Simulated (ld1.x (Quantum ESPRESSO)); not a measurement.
Plane-wave convergence, TM potential for Zr

| Quantity | Value |
| --- | --- |
| Element | zirconium (Zr) |
| Generator | ld1.x (Quantum ESPRESSO) 7.5 |
| Type | norm-conserving Troullier–Martins (Kleinman–Bylander form) |
| Functional | BLYP |
| Relativity | fully relativistic |
| Frozen core | [Kr] |
| Valence charge | 4 |
| Reference configuration | 4d2 5s2 5p0 |
| Partial waves | 5s (bound): rc 2.75 bohr; 5p (bound, empty): rc 3.35 bohr; 4d (bound): rc 2.85 bohr |
| Local potential | all-electron potential smoothed inside 2.85 bohr (lloc = -1) |
| Core correction | a·sin(br)/r model core inside 2.85 bohr |

Open shells are filled in proportion to 2j + 1 (rel_dist='average').

The pseudo-atom Hamiltonian at the reference potential is diagonalised in spherical Bessel functions j_l(qr) that vanish at 20 bohr, with q² up to the cutoff. All-electron valence levels (Ry): 5s -0.3160, 5p1/2 -0.1035, 5p3/2 -0.0964, 4d3/2 -0.2575, 4d5/2 -0.2480.

Question: How do the lowest levels (Ry) of each channel move with the cutoff, and are there ghosts?

Answer:

| cutoff (Ry) | s #1 | s #2 | p1/2 #1 | p3/2 #1 | d3/2 #1 | d3/2 #2 | d5/2 #1 | f #1 | f #2 | Σ f·Δε (mRy) |
| --- | --- | --- | --- | --- | --- | --- | --- | --- | --- | --- |
| 8 | -0.3148 | -0.0034 | -0.1033 | -0.0963 | -0.0764 | 0.0534 | -0.0750 | 0.0942 | 0.2137 | 355.0 |
| 10 | -0.3155 | -0.0053 | -0.1034 | -0.0964 | -0.1304 | 0.0492 | -0.1274 | 0.0942 | 0.2137 | 247.5 |
| 12 | -0.3158 | -0.0072 | -0.1034 | -0.0964 | -0.1824 | 0.0467 | -0.1772 | 0.0942 | 0.2137 | 145.6 |
| 15 | -0.3158 | -0.0078 | -0.1034 | -0.0964 | -0.2208 | 0.0454 | -0.2138 | 0.0942 | 0.2137 | 70.8 |
| 21 | -0.3160 | -0.0079 | -0.1034 | -0.0964 | -0.2553 | 0.0444 | -0.2460 | 0.0942 | 0.2137 | 4.3 |
| 25 | -0.3160 | -0.0079 | -0.1034 | -0.0964 | -0.2571 | 0.0444 | -0.2477 | 0.0942 | 0.2137 | 0.8 |
| 30 | -0.3160 | -0.0079 | -0.1034 | -0.0964 | -0.2574 | 0.0444 | -0.2480 | 0.0942 | 0.2137 | 0.1 |
| 35 | -0.3160 | -0.0079 | -0.1034 | -0.0964 | -0.2574 | 0.0443 | -0.2480 | 0.0942 | 0.2137 | 0.1 |
| 400 | -0.3160 | -0.0080 | -0.1034 | -0.0964 | -0.2575 | 0.0443 | -0.2480 | 0.0942 | 0.2137 | 0.0 |

Result: no extra level below or beside the all-electron valence levels (s, p1/2, p3/2, d3/2, d5/2, f tested); 10 mRy is reached at 21 Ry and 1 mRy at 25 Ry.
